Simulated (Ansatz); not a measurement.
# Nudged elastic band run: BCl2FH2O

input.yaml

```yaml
crystal:
  periodic: [false, false, false]
  atoms:
    - { symbol: B, position_ang: [0.098799, -0.427301, -0.037441] }
    - { symbol: Cl, position_ang: [0.048491, -0.582648, 1.745847] }
    - { symbol: Cl, position_ang: [1.646007, -0.459592, -0.839507] }
    - { symbol: O, position_ang: [-1.026073, -0.369708, -0.748528] }
    - { symbol: H, position_ang: [-1.825276, -0.351906, -0.21037] }
    - { symbol: F, position_ang: [0.088821, 2.285201, 0.755145] }
    - { symbol: H, position_ang: [0.242031, 1.721154, 1.474055] }
basis:
  gaussian: { orbitals: def2-SVP }
hamiltonian:
  xc: pbe0
  dispersion: d4
neb:
  order_check: false
  images: 7
  f_tol: 0.05
  max_iterations: 60
  final_atoms:
    - { symbol: B, position_ang: [-0.0417271, 0.42710839, -0.4624328] }
    - { symbol: Cl, position_ang: [0.24118102, 0.01421741, 2.86031919] }
    - { symbol: Cl, position_ang: [1.32215812, -0.51571112, -1.05662027] }
    - { symbol: O, position_ang: [-1.3103013, 0.01605502, -0.54592807] }
    - { symbol: H, position_ang: [-1.40732705, -0.86407417, -0.92281625] }
    - { symbol: F, position_ang: [0.20044525, 1.61878553, 0.06845845] }
    - { symbol: H, position_ang: [0.26837106, 1.11881894, 2.19822075] }
  initial_path:
    images:
      - { positions_ang: [[0.098799, -0.427301, -0.037441], [0.048491, -0.582648, 1.745847], [1.646007, -0.459592, -0.839507], [-1.026073, -0.369708, -0.748528], [-1.825276, -0.351906, -0.21037], [0.088821, 2.285201, 0.755145], [0.242031, 1.721154, 1.474055]] }
      - { positions_ang: [[0.07234847, -0.32394536, -0.0255924], [0.03043965, -0.42143645, 1.86403034], [1.63694504, -0.37041114, -0.85596186], [-1.07504498, -0.27601985, -0.73772838], [-1.80972826, -0.46778384, -0.27591082], [0.16356845, 2.08581543, 0.68444312], [0.25427163, 1.58898121, 1.485921]] }
      - { positions_ang: [[0.04589795, -0.22058971, -0.0137438], [0.01238829, -0.26022491, 1.98221368], [1.62788308, -0.28123028, -0.87241672], [-1.12401696, -0.1823317, -0.72692876], [-1.79418052, -0.58366167, -0.34145164], [0.2383159, 1.88642986, 0.61374125], [0.26651226, 1.45680841, 1.497787]] }
      - { positions_ang: [[0.01944742, -0.11723407, -0.00189521], [-0.00566306, -0.09901336, 2.10039702], [1.61882112, -0.19204942, -0.88887158], [-1.17298894, -0.08864354, -0.71612914], [-1.77863278, -0.69953951, -0.40699246], [0.31306335, 1.68704429, 0.54303937], [0.27875289, 1.32463562, 1.509653]] }
      - { positions_ang: [[-0.00700311, -0.01387843, 0.00995339], [-0.02371442, 0.06219819, 2.21858036], [1.60975916, -0.10286856, -0.90532644], [-1.22196092, 0.00504461, -0.70532952], [-1.76308504, -0.81541735, -0.47253327], [0.3878108, 1.48765872, 0.47233749], [0.29099352, 1.19246282, 1.521519]] }
      - { positions_ang: [[-0.0156841, 0.09636827, -0.10814316], [0.04250944, 0.05020299, 2.37901507], [1.5378589, -0.2060792, -0.9431499], [-1.24404601, 0.00779721, -0.66547916], [-1.67414554, -0.82758155, -0.58510402], [0.34096942, 1.52044042, 0.37136773], [0.2853379, 1.17405185, 1.69069443]] }
      - { positions_ang: [[-0.0243651, 0.20661498, -0.22623971], [0.1087333, 0.0382078, 2.53944978], [1.46595864, -0.30928984, -0.98097335], [-1.26613111, 0.01054981, -0.6256288], [-1.58520605, -0.83974576, -0.69767476], [0.29412803, 1.55322213, 0.27039797], [0.27968229, 1.15564088, 1.85986987]] }
      - { positions_ang: [[-0.0330461, 0.31686168, -0.34433625], [0.17495716, 0.0262126, 2.69988449], [1.39405838, -0.41250048, -1.01879681], [-1.2882162, 0.01330242, -0.58577843], [-1.49626655, -0.85190996, -0.81024551], [0.24728664, 1.58600383, 0.16942821], [0.27402667, 1.13722991, 2.02904531]] }
      - { positions_ang: [[-0.0417271, 0.42710839, -0.4624328], [0.24118102, 0.01421741, 2.86031919], [1.32215812, -0.51571112, -1.05662027], [-1.3103013, 0.01605502, -0.54592807], [-1.40732705, -0.86407417, -0.92281625], [0.20044525, 1.61878553, 0.06845845], [0.26837106, 1.11881894, 2.19822075]] }
```

Run as:

```bash
$ ansatz run input.yaml --threads 2 --pin off --max-ram 3072MiB --backend cpu --events-out ev --progress --plain --runs-dir out
```

Output, in part (warnings, iteration lines, the closing report on the highest movable image, with atoms numbered from 0):

```
NEB end point (image 0): max|allowed force component| = 1.974e-2 eV/Å (the criterion of neb.relax_end_points is 1.000e-2)
NEB end point (image 8): max|allowed force component| = 1.199e-2 eV/Å (the criterion of neb.relax_end_points is 1.000e-2)
NEB iter   1: max|band force component| = 6.729e0 eV/Å  barrier→ = 2.5071 eV  barrier← = 3.1417 eV  Δτ_max = 0.2000 Å  (239 SCF iters)
NEB iter   2: max|band force component| = 1.814e0 eV/Å  barrier→ = 1.0896 eV  barrier← = 1.7242 eV  Δτ_max = 0.2000 Å  (226 SCF iters)
NEB iter   3: max|band force component| = 2.736e0 eV/Å  barrier→ = 0.7586 eV  barrier← = 1.3933 eV  Δτ_max = 0.1002 Å  (211 SCF iters)
NEB iter   4: max|band force component| = 1.069e0 eV/Å  barrier→ = 0.6856 eV  barrier← = 1.3202 eV  Δτ_max = 0.1821 Å  (202 SCF iters)
NEB iter   5: max|band force component| = 9.358e-1 eV/Å  barrier→ = 0.7004 eV  barrier← = 1.3350 eV  Δτ_max = 0.0588 Å  (210 SCF iters)
NEB iter   6: max|band force component| = 5.041e-1 eV/Å  barrier→ = 0.6989 eV  barrier← = 1.3335 eV  Δτ_max = 0.0632 Å  (210 SCF iters)
NEB iter   7: max|band force component| = 5.461e-1 eV/Å  barrier→ = 0.6966 eV  barrier← = 1.3312 eV  CI = image 4  Δτ_max = 0.1913 Å  (213 SCF iters)
NEB iter   8: max|band force component| = 4.015e0 eV/Å  barrier→ = 0.7266 eV  barrier← = 1.3612 eV  CI = image 4  Δτ_max = 0.1015 Å  (214 SCF iters)
NEB iter   9: max|band force component| = 1.784e0 eV/Å  barrier→ = 0.6982 eV  barrier← = 1.3328 eV  CI = image 4  Δτ_max = 0.1944 Å  (207 SCF iters)
NEB iter  10: max|band force component| = 5.878e-1 eV/Å  barrier→ = 0.6529 eV  barrier← = 1.2875 eV  CI = image 4  Δτ_max = 0.1974 Å  (207 SCF iters)
NEB iter  11: max|band force component| = 2.723e0 eV/Å  barrier→ = 0.6379 eV  barrier← = 1.2725 eV  CI = image 4  Δτ_max = 0.1003 Å  (206 SCF iters)
NEB iter  12: max|band force component| = 2.375e0 eV/Å  barrier→ = 0.6358 eV  barrier← = 1.2704 eV  CI = image 4  Δτ_max = 0.1883 Å  (206 SCF iters)
NEB iter  13: max|band force component| = 1.059e0 eV/Å  barrier→ = 0.6344 eV  barrier← = 1.2690 eV  CI = image 4  Δτ_max = 0.1577 Å  (203 SCF iters)
NEB iter  14: max|band force component| = 9.794e-1 eV/Å  barrier→ = 0.6338 eV  barrier← = 1.2684 eV  CI = image 4  Δτ_max = 0.0496 Å  (209 SCF iters)
NEB iter  15: max|band force component| = 8.379e-1 eV/Å  barrier→ = 0.6336 eV  barrier← = 1.2682 eV  CI = image 4  Δτ_max = 0.1937 Å  (205 SCF iters)
NEB iter  16: max|band force component| = 3.847e-1 eV/Å  barrier→ = 0.6335 eV  barrier← = 1.2682 eV  CI = image 4  Δτ_max = 0.1951 Å  (194 SCF iters)
NEB iter  17: max|band force component| = 2.816e-1 eV/Å  barrier→ = 0.6335 eV  barrier← = 1.2681 eV  CI = image 4  Δτ_max = 0.2000 Å  (181 SCF iters)
NEB iter  18: max|band force component| = 4.615e-1 eV/Å  barrier→ = 0.6335 eV  barrier← = 1.2681 eV  CI = image 4  Δτ_max = 0.1001 Å  (200 SCF iters)
NEB iter  19: max|band force component| = 4.572e-1 eV/Å  barrier→ = 0.6335 eV  barrier← = 1.2681 eV  CI = image 4  Δτ_max = 0.0980 Å  (168 SCF iters)
NEB iter  20: max|band force component| = 1.279e0 eV/Å  barrier→ = 0.6335 eV  barrier← = 1.2681 eV  CI = image 4  Δτ_max = 0.0497 Å  (162 SCF iters)
NEB iter  21: max|band force component| = 6.982e-1 eV/Å  barrier→ = 0.6335 eV  barrier← = 1.2681 eV  CI = image 4  Δτ_max = 0.0997 Å  (157 SCF iters)
NEB iter  22: max|band force component| = 7.190e-1 eV/Å  barrier→ = 0.6335 eV  barrier← = 1.2681 eV  CI = image 4  Δτ_max = 0.0510 Å  (154 SCF iters)
NEB iter  23: max|band force component| = 1.667e-1 eV/Å  barrier→ = 0.6335 eV  barrier← = 1.2681 eV  CI = image 4  Δτ_max = 0.0829 Å  (159 SCF iters)
NEB iter  24: max|band force component| = 3.423e-1 eV/Å  barrier→ = 0.6335 eV  barrier← = 1.2681 eV  CI = image 4  Δτ_max = 0.0406 Å  (161 SCF iters)
NEB iter  25: max|band force component| = 5.600e-2 eV/Å  barrier→ = 0.6335 eV  barrier← = 1.2681 eV  CI = image 4  Δτ_max = 0.0810 Å  (152 SCF iters)
NEB iter  26: max|band force component| = 2.475e-1 eV/Å  barrier→ = 0.6335 eV  barrier← = 1.2681 eV  CI = image 4  Δτ_max = 0.0414 Å  (152 SCF iters)
NEB iter  27: max|band force component| = 2.799e-1 eV/Å  barrier→ = 0.6335 eV  barrier← = 1.2681 eV  CI = image 4  Δτ_max = 0.0205 Å  (154 SCF iters)
NEB iter  28: max|band force component| = 1.752e-1 eV/Å  barrier→ = 0.6335 eV  barrier← = 1.2681 eV  CI = image 4  Δτ_max = 0.0206 Å  (154 SCF iters)
NEB iter  29: max|band force component| = 1.939e-1 eV/Å  barrier→ = 0.6335 eV  barrier← = 1.2681 eV  CI = image 4  Δτ_max = 0.0103 Å  (149 SCF iters)
NEB iter  30: max|band force component| = 8.605e-2 eV/Å  barrier→ = 0.6335 eV  barrier← = 1.2681 eV  CI = image 4  Δτ_max = 0.0205 Å  (150 SCF iters)
NEB iter  31: max|band force component| = 6.505e-2 eV/Å  barrier→ = 0.6335 eV  barrier← = 1.2681 eV  CI = image 4  Δτ_max = 0.0206 Å  (147 SCF iters)
NEB iter  32: max|band force component| = 1.177e-1 eV/Å  barrier→ = 0.6335 eV  barrier← = 1.2681 eV  CI = image 4  Δτ_max = 0.0102 Å  (150 SCF iters)
NEB iter  33: max|band force component| = 6.822e-2 eV/Å  barrier→ = 0.6335 eV  barrier← = 1.2681 eV  CI = image 4  Δτ_max = 0.0103 Å  (151 SCF iters)
NEB iter  34: max|band force component| = 1.464e-1 eV/Å  barrier→ = 0.6335 eV  barrier← = 1.2681 eV  CI = image 4  Δτ_max = 0.0051 Å  (145 SCF iters)
NEB iter  35: max|band force component| = 4.842e-2 eV/Å  barrier→ = 0.6335 eV  barrier← = 1.2681 eV  CI = image 4  Δτ_max = 0.0000 Å  (333 SCF iters)
Total energy: -30495.52682467 eV, -1120.6899401961 hartree
Atom 0 at    -0.030308     0.166914     0.109373 Å, force    -0.000005    -0.000008     0.000002 eV/Å
Atom 1 at     0.193233    -0.115267     2.130512 Å, force     0.000000    -0.000008     0.000002 eV/Å
Atom 2 at     1.360323    -0.511132    -0.766354 Å, force    -0.000001     0.000003     0.000002 eV/Å
Atom 3 at    -1.303018    -0.012919    -0.297031 Å, force     0.000048    -0.000008    -0.000022 eV/Å
Atom 4 at    -1.409914    -0.737267    -0.919726 Å, force    -0.000035     0.000003     0.000013 eV/Å
Atom 5 at     0.188931     1.686836     0.412033 Å, force    -0.000005     0.000012     0.000007 eV/Å
Atom 6 at     0.273552     1.338035     1.470394 Å, force    -0.000002     0.000006    -0.000005 eV/Å
Dipole moment:    -0.128727    -0.020566    -0.089605 e Å
```

The forces met the threshold. The profile has 2 maxima (images 1, 4) with wells between them (image 3): this band takes more than one step, which may be the mechanism or a detour left from its start path. A structure lower than the first end lies on the path between it and the top, so the climb from that side starts below the end, which may itself be a saddle point or a shallow side well. A vibrational analysis at the climbing image gives one clearly imaginary mode, 729i cm⁻¹: a first-order saddle point. The orbitals stay closed-shell, which can raise the energy where a bond breaks towards radicals; this wasn't checked here.

Final band (atoms are numbered from 1 in the order of the input):

```json
{"image": "0", "path coordinate (Å)": "0.00", "energy (kcal/mol)": "0.0", "B1–Cl2 (Å)": "1.79", "F6–H7 (Å)": "0.93", "B1–F6 (Å)": "2.83"}
{"image": "1", "path coordinate (Å)": "1.02", "energy (kcal/mol)": "2.7", "B1–Cl2 (Å)": "1.78", "F6–H7 (Å)": "0.92", "B1–F6 (Å)": "3.16"}
{"image": "2", "path coordinate (Å)": "2.04", "energy (kcal/mol)": "2.2", "B1–Cl2 (Å)": "1.78", "F6–H7 (Å)": "0.93", "B1–F6 (Å)": "3.11"}
{"image": "3", "path coordinate (Å)": "3.05", "energy (kcal/mol)": "-0.1", "B1–Cl2 (Å)": "1.78", "F6–H7 (Å)": "0.93", "B1–F6 (Å)": "2.50"}
{"image": "4", "path coordinate (Å)": "4.07", "energy (kcal/mol)": "14.6", "B1–Cl2 (Å)": "2.05", "F6–H7 (Å)": "1.12", "B1–F6 (Å)": "1.57"}
{"image": "5", "path coordinate (Å)": "4.44", "energy (kcal/mol)": "3.2", "B1–Cl2 (Å)": "2.32", "F6–H7 (Å)": "1.46", "B1–F6 (Å)": "1.41"}
{"image": "6", "path coordinate (Å)": "4.81", "energy (kcal/mol)": "-9.7", "B1–Cl2 (Å)": "2.70", "F6–H7 (Å)": "1.76", "B1–F6 (Å)": "1.35"}
{"image": "7", "path coordinate (Å)": "5.18", "energy (kcal/mol)": "-14.1", "B1–Cl2 (Å)": "3.07", "F6–H7 (Å)": "2.04", "B1–F6 (Å)": "1.33"}
{"image": "8", "path coordinate (Å)": "5.56", "energy (kcal/mol)": "-14.6", "B1–Cl2 (Å)": "3.36", "F6–H7 (Å)": "2.19", "B1–F6 (Å)": "1.33"}
```

Run time: 7.8 min on 2 threads of Arm Neoverse V1, with other jobs on the host, peak memory 0.18 GiB.
